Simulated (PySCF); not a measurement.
# Se (selenium, neutral) across methods

[Ar] 3d10 4s2 4p3 4d1, high-spin 5D determinant (an excited configuration). All numbers are calculated (PySCF 2.14, scalar relativity through the core potential, in aug-cc-pwCVTZ-PP with ECP10MDF (8s7p6d4f1g, 96 functions)).

```csv
method,E (hartree),mean ε 4s β (eV),mean ε 4p α (eV),mean ε 4d α (eV),Σ⟨r²⟩ (bohr²),⟨S²⟩
PBE0,-372.8019,-19.380,-11.253,0.373,49.54,6.001
wB97X-V,-372.7845,-22.101,-13.486,-0.980,49.41,6.000
HSE06,-372.7950,-19.138,-10.820,0.739,49.62,6.000
r2SCAN,-372.7025,-18.376,-10.361,0.936,49.49,6.001
PBE,-372.8400,-18.251,-9.803,0.901,49.80,6.000
LDA,-372.2849,-18.758,-9.870,0.980,49.83,6.000
wB97X,-372.8558,-22.304,-13.499,-0.919,49.16,6.001
UHF,-371.57650,-21.366,-14.932,-0.911,49.65,6.001
```

Task: Estimate the same row for r2SCAN0.

Result: E (hartree) = -372.6997; mean ε 4s β (eV) = -19.474; mean ε 4p α (eV) = -11.634; mean ε 4d α (eV) = 0.424; Σ⟨r²⟩ (bohr²) = 49.37; ⟨S²⟩ = 6.001.

Energies and moments cover only the electrons outside the core potential. The outer electron is Rydberg-like, and this basis confines it to a smaller radius and binds it less than a complete one would.

The highest occupied level is positive at PBE0, HSE06, r2SCAN0, r2SCAN, PBE, LDA: only the finite basis holds that electron, which in a density functional comes from self-interaction.
